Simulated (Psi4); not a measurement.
Here is a job for Psi4.
```
memory 2 GB

molecule {
0 2
C     2.06786214    1.74813003   -0.40400846
C     0.94744866    1.17771277   -0.10424235
Si   -0.26267662   -0.19972994    0.05641011
C    -0.70919004   -0.37488162    1.90150174
C    -1.80525477    0.25556010   -0.96722848
C     0.42809799   -1.87456898   -0.57640950
H     2.24392170    2.80739708   -0.24657127
H     2.92197778    1.22572443   -0.83410363
H    -1.43197317   -1.17002222    2.05988663
H    -1.13933223    0.54240514    2.29074624
H     0.16790572   -0.60475005    2.49848666
H    -2.25043938    1.18136668   -0.61700064
H    -1.48178816    0.42714639   -2.33019064
H    -2.56445753   -0.51865903   -0.90469755
H     1.31483648   -2.16476627   -0.02132360
H    -0.30374718   -2.67051690   -0.47201190
H     0.70143109   -1.81122300   -1.62516930
}

set {
  basis 3-21g
  reference uks
}

energy('pbe0')
print_variables()
```

### Question
What is the computed number of basis functions (PBE0/3-21G (Psi4 1.11))?

### Answer
80

### Question
Estimate the nuclear repulsion energy that PBE0/3-21G returns for this input.

### Answer
281.8189 Eh

### Question
Estimate the total energy that PBE0/3-21G returns for this input.

### Answer
-483.590264 Ha

These values belong to the state on which the SCF converged, which isn't shown to be the lowest.

### Question
Roughly what does it cost on one core?

### Answer
very roughly 11 core-seconds.
